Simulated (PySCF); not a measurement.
# SnCl₃⁻ at several levels of theory

All levels use the PBE0 minimum (singlet; Sn–Cl 2.474 Å (×3); Cl–Sn–Cl 97.3° (×3)), basis [Sn def2-TZVPD with ECP28, Cl def2-TZVPD], scalar-relativistic core potentials, density fitting, no spin–orbit coupling, PySCF. For vertical energies the ionised species is a doublet (spins chosen at PBE0 and kept). Open shells are unrestricted, also as the reference of the correlated levels. Dipoles are about the centre of mass. A dash marks a value that was not computed or is not defined at that level.

```
    level  vertical detachment energy (eV)  −ε(HOMO) (eV)  gap (eV)  dipole (D)
     PBE0                             4.51           2.75      5.93        3.70
       HF                             3.88           4.83      9.18        3.61
      MP2                             4.79              –         –           –
      PBE                             4.32           1.79      4.35        3.64
   r2SCAN                                ?              ?         ?           ?
    B3LYP                             4.57           2.61      5.57        3.81
    TPSSh                                ?              ?         ?           ?
      M06                             4.59           2.62      4.87        3.91
BHandHLYP                             4.61           3.63      7.21        3.84
```

(1) Fill in the row of TPSSh.

(2) Fill in the row of r2SCAN.

## Answers

(1) vertical detachment energy (eV) 4.41, −ε(HOMO) (eV) 2.21, gap (eV) 5.15, dipole (D) 3.64.

(2) vertical detachment energy (eV) 4.44, −ε(HOMO) (eV) 2.01, gap (eV) 4.92, dipole (D) 3.61.

The lowest empty level of this anion is unbound, so it and the gap depend on the basis.
